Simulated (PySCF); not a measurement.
BClGeH₄. Atoms are numbered in the order given.

```xyz
7

B     -0.7958     0.7363     0.0000
Cl     0.1918     2.1858     0.0000
Ge     0.0603    -1.1485     0.0000
H     -0.4110    -1.9394    -1.2380
H      1.5981    -1.1131     0.0000
H     -0.4110    -1.9394     1.2380
H     -1.9866     0.9056     0.0000
```
Charge 0, spin multiplicity 1.

Geometry optimised at TPSSh-D3(BJ)/def2-SVP.

All values below come from PBE0/def2-TZVPD (PySCF).

Gas-phase values at a fixed geometry.

```json
{
 "total_energy": "-2564.03440 hartree",
 "point_group": "Cs",
 "highest_occupied_level": "-7.99 eV",
 "lowest_empty_level": "-2.29 eV",
 "orbital_gap": "5.71 eV",
 "dipole_moment": "0.46 D",
 "quadrupole, principal values (traceless, Buckingham form, about the centre of nuclear charge)": "-2.30, 0.42, 1.88 D·Å",
 "mean_static_polarisability": "63.5 bohr³ (9.41 Å³)",
 "polarisability_principal_values": "52.3, 58.9, 79.2 bohr³"
}
```
